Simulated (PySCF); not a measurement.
# Ionisation energy along the 14-electron series

Calculated with PySCF 2.14 and a two-component X2C-1e Hamiltonian (Gaussian nucleus, no Breit or QED terms), each ion in its own even-tempered basis scaled to its charge; GMP2 freezes 1s2 and drops the highest virtual spinors. Values in eV. NIST values: (m) measured, (s) semi-empirical, (t) theoretical.

```
  ion  configuration  GHF (spin-free)  GMP2 (spin-free)  GHF (screened spin-orbit)  GMP2 (screened spin-orbit)             NIST
Cu¹⁵⁺   [Ne] 3s2 3p2           515.83            516.56                     515.43                      516.28  518.7 ± 1.2 (s)
Zn¹⁶⁺   [Ne] 3s2 3p2           574.57            575.29                     574.26                      575.17  577.8 ± 1.3 (s)
Ga¹⁷⁺   [Ne] 3s2 3p2           636.40            637.13                     636.25                      637.24    640 ± 1.5 (s)
```

Between Z = 29 and Z = 31 the GMP2 (screened spin-orbit) value grows as Z to the power 3.16.
